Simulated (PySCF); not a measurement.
**UHF on Be⁺ (beryllium, charge +1)**

Configuration: [He] 2s1, 2S determinant. All numbers are calculated (PySCF 2.14, scalar relativity by spin-free X2C-1e, in x2c-TZVPall (5s3p1d, 19 functions)).

```json
{"Total energy": "-14.279502 hartree", "One-electron energy": "-17.6139 hartree", "Hartree (Coulomb) energy": "5.8421 hartree", "Exchange energy": "-2.5077 hartree", "⟨S²⟩": "0.7500", "⟨L²⟩": "0.000", "Sum of ⟨r⟩": "3.111 bohr", "Sum of ⟨r²⟩": "6.556 bohr²", "Langevin diamagnetic susceptibility": "-5.19 ×10⁻⁶ cm³/mol", "Time after the integrals": "0.03 s of wall time on 1 thread of Neoverse-V2 (shared host)"}
```

```csv
shell,electrons,mean orbital energy (eV),"rms radius, mean of both spins (bohr)"
1s α,1,-140.40,0.482
1s β,1,-139.30,0.482
2s α,1,-18.128,2.47
```
